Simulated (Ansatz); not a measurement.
Two isomers of C3H6SSi: A = `C[SiH]1C=CS1`, B = `CC1[SiH2]C1=S`.

Computed with Ansatz on PBE0-D4/def2-TZVP structures; ΔE is electronic, products minus reactants. CCSD(T)/CBS is the MP2 limit (def2-TZVPP, def2-QZVPP) plus CCSD(T) − MP2 in def2-TZVPP, frozen cores. DFT in def2-TZVPP. B3LYP here is the variant with VWN-RPA as its local correlation; programs differ in this.

A:

```xyz
11

C    -0.438    1.136    1.376
Si    0.237   -0.366    0.514
C     0.833   -0.227   -1.225
C    -0.122   -1.022   -1.731
S    -1.247   -1.610   -0.482
H     0.379    1.793    1.686
H    -1.102    1.692    0.711
H    -0.997    0.848    2.269
H     1.097   -1.152    1.439
H     1.627    0.238   -1.795
H    -0.268   -1.331   -2.763
```

B:

Z-matrix (Å, degrees):
```
C
C 1 1.502
H 1 1.093 2 110.7
H 1 1.092 2 110.4 3 -118.7
H 1 1.091 2 111.2 3 120.6
Si 2 1.907 1 137.3 3 158.3
C 2 1.471 1 122.1 3 72.3
H 2 1.099 1 114.3 3 -65.4
H 6 1.479 2 124.2 1 -13.2
H 6 1.479 2 113.4 1 134.5
S 7 1.606 2 134.6 1 -19.9
```

(1) Which isomer does CCSD(T)/CBS put lower? Give the gap. (Estimate.)

(2) Give E(B) − E(A) in kcal/mol with CCSD(T)/def2-SVP, CCSD/def2-TZVPP, B3LYP, ωB97M-V, HF/def2-TZVPP, LDA (SPW92), B3LYP-D4. (An estimate is asked.)

(3) Does the order hold for the free energy at 298.15 K (harmonic terms from PBE0-D4)? (An estimate is asked.)

Largest T1 diagnostic: 0.016.

## Answers

(1) Ansatz gave: A, by 52.9 kcal/mol.

(2) Computed: CCSD(T)/def2-SVP 44.9, CCSD/def2-TZVPP 53.0, B3LYP 49.4, ωB97M-V 53.3, HF/def2-TZVPP 57.2, LDA (SPW92) 47.6, B3LYP-D4 49.7. None reverses the order clearly.

(3) Computed: Yes: G(B) − G(A) = +51.1 kcal/mol.

From PBE to PBE0 (25 % exact exchange), in def2-TZVPP and without D4, E(B) − E(A) moves by +3.8 kcal/mol. In def2-TZVPP, CCSD(T) changes the Hartree–Fock value by −5.5 kcal/mol (the triples alone add −1.3 kcal/mol) and MP2 by −4.7 kcal/mol.
